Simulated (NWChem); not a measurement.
**Dipole moment of HCu**

```
Cu
H 1 1.4632
```
Charge 0, spin multiplicity 1.

The numbers come from NWChem runs, not from measurements. All single points use one geometry, from PBE/def2-SVP, a minimum by its harmonic frequencies.

Basis set: def2-SVPD. The CCSD dipole comes from the Λ equations, without orbital relaxation.

```csv
method,dipole moment (D),difference from CCSD
HF,4.27,+0.70
PBE,2.61,-0.96
BHandHLYP,3.41,-0.16
B3LYP,2.88,-0.69
CCSD,3.57,0.00
```

The values span 1.66 D, from PBE (lowest) to HF (highest). 

The correlated methods keep 9 core orbitals frozen. B3LYP has NWChem's definition, with VWN1-RPA local correlation. The structure started from a generated list of species. Differences from the coupled-cluster row are differences between methods, not errors against experiment.
